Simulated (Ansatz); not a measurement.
Input for Ansatz (a program for electronic structure): R-HF/def2-TZVPP on BGeH5 (SMILES [BH2][GeH3]), atoms moved off the minimum.

Ansatz 0.2 input:
```yaml
crystal:
  periodic: [false, false, false]
  atoms:
    - {symbol: B, position_ang: [-1.65368172, -0.13082902, -0.40223873]}
    - {symbol: Ge, position_ang: [0.36172539, -0.00142207, 0.07865938]}
    - {symbol: H, position_ang: [1.15567924, -1.26702788, -0.34210283]}
    - {symbol: H, position_ang: [1.04496009, 1.31600766, -0.51067212]}
    - {symbol: H, position_ang: [0.57384791, 0.17293598, 1.57726380]}
    - {symbol: H, position_ang: [-2.45702453, 0.79164121, 0.07546597]}
    - {symbol: H, position_ang: [-2.13109194, -1.05295014, -1.02244190]}
basis:
  gaussian:
    orbitals: def2-TZVPP
hamiltonian:
  xc: {name: HF}
scf: {lower_state_search: off}
output: {forces: true}
```

The head of its log:

```
WARN ansatz: RAYON_NUM_THREADS=1 ignored (pool sized by the plan → 1); use --threads N
Functional definition: HF
these checks for a lower state are left out or cut short: stability, starts, cluster_reference, orbital_swaps, neighbouring_geometries, increment
integrals: 0.05 GiB planned
985 factors; their error is unknown
mean field: 0.35 GiB planned
mean field evaluation 1: about -57221.1747 eV, gradient 1.4e1 eV
mean field evaluation 2: about -57222.0784 eV, gradient 4.6e0 eV
```

**Question.** What total energy does the run end on?

**Answer.** -2102.9178 hartree.
